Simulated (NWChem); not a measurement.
System: CH6OSi2, singlet; SMILES [SiH3][Si]OC

```xyz
10

Si     0.9491     0.1425     0.0000
O     -0.4341     1.0886     0.0000
C     -0.4110     2.5146     0.0000
H     -0.9364     2.8759    -0.8901
H     -0.9364     2.8759     0.8901
H      0.6146     2.9085     0.0000
Si    -0.3074    -1.9438     0.0000
H      0.5852    -3.1423     0.0000
H     -1.1867    -2.0477    -1.2041
H     -1.1867    -2.0477     1.2041
```
Atoms are numbered in this order, from 1.

Results from NWChem. Low-valent species are run as closed-shell singlets; no triplet was tried in these runs. Structure relaxed at the B3LYP/6-31G* (spherical d) level.

For level PBE0/def2-SVP:

| Item | Result |
|---|---|
| highest occupied level (eV) | -6.01 |
| orbital gap (eV) | 3.68 |

What are these values for level Hartree-Fock/def2-SVP?


* **highest occupied level (eV)**: -8.24
* **orbital gap (eV)**: 9.14
